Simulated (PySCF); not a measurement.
## Telling isomers of CH₁₁NO₂Si₃ apart by NMR

[PySCF: shieldings: GIAO PBE0/pcSseg-1; GFN2-xTB structure; equivalent nuclei averaged; one computed conformer; in vacuum; non-relativistic]

Scale: ¹H (31.72 ppm), ¹³C (186.93 ppm) vs TMS (reference shieldings calculated alike). Where no couplings were computed, multiplicities follow the n + 1 count of equivalent neighbours, and m marks all less simple cases (inequivalent or close neighbours, rings, F or P nearby). Shifts are as computed. Against solution values, carbons near 30 ppm lie about +3 ppm off and those near 130 ppm about +5 ppm (rms about the fit 2.1 ppm; single classes can miss by 10 ppm). Of 1328 compounds with measured shifts, 309 miss one by over three times the rms of a fit or turn the order of signals round; such compounds aren't used in these exercises. Signals without a measured value on file couldn't be tested in this way; 1H shifts scatter by 0.2 ppm about their fit, and single ones miss by 0.5 ppm. OH and NH positions are gas-phase values without hydrogen bonding to other molecules.

(1) Tabulate the signals of `CN[SiH2]O[SiH2]O[SiH3]`, `NC[SiH2]O[SiH2]O[SiH3]` and their relative energies.

(2) What is the quickest way to tell CN[SiH2]O[SiH2]O[SiH3] from NC[SiH2]O[SiH2]O[SiH3]?

Results:

(1) 
```tsv
SMILES	carbon types	δC	δH	E rel. (kcal/mol)
CN[SiH2]O[SiH2]O[SiH3]	1×CH3	30.4	5.27 (s, 2H), 5.24 (s, 3H), 5.05 (s, 2H), 2.96 (s, 3H), -0.07 (br s, 1H)	0.0
NC[SiH2]O[SiH2]O[SiH3]	1×CH2	35.0	5.22 (s, 3H), 5.13 (t, 2H), 5.02 (s, 2H), 2.54 (t, 2H), 0.44 (br s, 2H)	15.5
```

Energies are electronic energies at PBE0/pcSseg-1 on these geometries, without zero-point or thermal terms, each for the one conformer computed, which needn't be the lowest.

(2) Both give the same number of carbon signals, but DEPT or the intensities differ. The first has a methyl carbon bonded to N (CH3) at 30.4 ppm, the second an sp3 CH2 bonded to N and Si at 35.0 ppm.
